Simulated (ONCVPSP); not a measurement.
## Fe, ONCV: configuration errors across variants

Fe, optimised norm-conserving Vanderbilt (ONCV), made with ONCVPSP 4.0.1 (LDA (Perdew-Wang 92), scalar-relativistic). Core [Ar], reference 3d6 4s2. Waves: 4s: rc 2.15 bohr, ncon 4, nbas 9, qcut 3.7 1/bohr, 2 projectors, debl 3.1 Ha; p scattering state at 0.1 Ha: rc 2.05 bohr, ncon 4, nbas 8, qcut 3.3 1/bohr, 1 projector; 3d: rc 1.20 bohr, ncon 5, nbas 10, qcut 13.1 1/bohr, 3 projectors, debl 1.1 Ha. Local part: polynomial inside 1.05 bohr (lpopt 5, dvloc0 1 Ha). Core correction: Teter function fitted to the true core (icmod 2), fcfact 0.6.

All-electron excitation energies from the reference (eV): (1) 3d6 4s1 8.974; (2) 3d6 4s0 25.459; (3) 3d5 4s0 59.993; (4) 3d7 4s0 6.844.

1 further variants failed, have other tests or too few solved ones, and are left out.

A true bound ghost makes a file unfit for plane-wave use even where its test errors are small: the radial tests pick states by their node count and pass the ghost by.

Errors AE − PS in meV (a dash: test not solved or not reliable):

| change | (1) | (2) | (3) | (4) | bound ghosts | GHOST(+) flags above zero |
| --- | --- | --- | --- | --- | --- | --- |
| base | -5.3 | -23 | -40 | -227 | s, p | p |
| p: qcut 3.8 | -5.3 | -23 | -40 | -227 | s, p | p |
| d: qcut 9.5 | -4.6 | -18 | -35 | -214 | s, p | p, d |
| d: nproj 0; local potential the d channel | -5.2 | -23 | -60 | -245 | s, p | none |

(1) Give the same row for: core correction Teter function, fcfact 1.75, rcfact 1.45.

## Answers

(1) -6.4, -32, -29, -213; bound ghosts: s, p; GHOST(+) flags above zero: p.
